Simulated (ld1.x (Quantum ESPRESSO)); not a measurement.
# An all-electron radial function and its pseudo partner (S)

Columns: radius, all-electron u(r) and pseudo u(r) of the 3p shell (level -6.98 eV) of sulfur in the configuration [Ne] 3s2 3p4; PBEsol, scalar-relativistic, TM scheme, ld1.x (Quantum ESPRESSO) 7.5.

```csv
r (bohr),all-electron,pseudo
0.075,0.1102,-0.0108
0.150,0.2505,-0.0411
0.225,0.3228,-0.0846
0.300,0.3231,-0.1330
0.375,0.2701,-0.1782
0.450,0.1838,-0.2155
0.525,0.0800,-0.2448
0.600,-0.0299,-0.2697
0.675,-0.1383,-0.2961
0.750,-0.2404,-0.3294
0.825,-0.3335,-0.3736
0.900,-0.4163,-0.4288
0.975,-0.4884,-0.4903
1.050,-0.5498,-0.5499
1.125,-0.6009,-0.6009
1.200,-0.6420,-0.6420
1.275,-0.6741,-0.6741
1.350,-0.6980,-0.6980
1.425,-0.7145,-0.7145
1.500,-0.7246,-0.7246
1.575,-0.7290,-0.7290
1.650,-0.7286,-0.7286
1.725,-0.7241,-0.7241
1.800,-0.7161,-0.7161
1.875,-0.7053,-0.7053
1.950,-0.6920,-0.6920
```

(1) How many radial nodes do the two functions have?

(2) At about which radius was the pseudo-wave matched?

(3) Where does each function peak?

(4) Is the pseudo-wave norm-conserving?

## Answers

(1) The all-electron 3p function has n − l − 1 = 1; the pseudo-wave has 0, since the states of the same l below it are removed with the core.

(2) 1.10 bohr, where the columns begin to agree (steps of 0.07 bohr).

(3) Outermost all-electron maximum near 1.57 bohr, pseudo maximum near 1.57 bohr (to the table’s step).

(4) Yes: the TM scheme keeps the norm inside the radius equal to the all-electron one, which fixes the energy derivative of the logarithmic derivative at the level.
